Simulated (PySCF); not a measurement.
**Electronic structure of Yb²⁺ (ytterbium, charge +2) at the M06 level**

Configuration: [Xe] 4f13 6p1, one real determinant (an excited configuration). Computed with PySCF 2.14 in cc-pVTZ-X2C, with the spin-free X2C one-electron Hamiltonian (Gaussian nucleus).

- Total energy: -14058.81 hartree
- One-electron energy: -19240.99 hartree
- Hartree (Coulomb) energy: 5479.28 hartree
- Exchange-correlation energy: -297.11 hartree
- ⟨S²⟩: 2.0005
- ⟨L²⟩: 14.012
- Sum of ⟨r⟩: 38.07 bohr
- Sum of ⟨r²⟩: 48.73 bohr²
- Traceless quadrupole moment −½Σ⟨3z² − r²⟩ along its main axis: -6.68 e·bohr²
- Langevin diamagnetic susceptibility: -38.6 ×10⁻⁶ cm³/mol
- Time after the integrals: of the order of 27 core-seconds

| shell | electrons | mean orbital energy (eV) | spread (eV) | rms radius, mean of both spins (bohr) |
| --- | --- | --- | --- | --- |
| 1s α | 1 | -61236.5 | 0 | 0.0223 |
| 1s β | 1 | -61236.5 | 0 | 0.0223 |
| 2s α | 1 | -10441.6 | 0 | 0.0901 |
| 2s β | 1 | -10441.6 | 0 | 0.0901 |
| 2p α | 3 | -9224.6 | 0.303 | 0.0815 |
| 2p β | 3 | -9224.5 | 0.262 | 0.0815 |
| 3s α | 1 | -2393.1 | 0 | 0.231 |
| 3s β | 1 | -2392.6 | 0 | 0.231 |
| 3p α | 3 | -2021.9 | 1.669 | 0.232 |
| 3p β | 3 | -2021.3 | 1.254 | 0.232 |
| 3d α | 5 | -1559.4 | 1.598 | 0.212 |
| 3d β | 5 | -1558.9 | 0.816 | 0.212 |
| 4s α | 1 | -501.65 | 0 | 0.518 |
| 4s β | 1 | -500.01 | 0 | 0.518 |
| 4p α | 3 | -378.39 | 2.449 | 0.551 |
| 4p β | 3 | -376.79 | 0.870 | 0.551 |
| 4d α | 5 | -212.81 | 2.673 | 0.602 |
| 4d β | 5 | -211.19 | 0.553 | 0.602 |
| 5s α | 1 | -80.288 | 0 | 1.27 |
| 5s β | 1 | -79.895 | 0 | 1.27 |
| 5p α | 3 | -50.919 | 0.729 | 1.49 |
| 5p β | 3 | -50.591 | 0.330 | 1.49 |
| 4f α | 7 | -32.151 | 2.489 | 0.829 |
| 4f β | 6 | -31.043 | 1.057 | 0.829 |
| 6p α | 1 | -13.798 | 0 | 4.03 |

⟨L²⟩ = 14.01 against 20 for a pure G term, so this real determinant mixes terms. Spin-orbit coupling, absent here, splits the open shell strongly.

Densities and radii are taken from the X2C orbitals without a picture-change correction, which distorts them close to the nucleus.
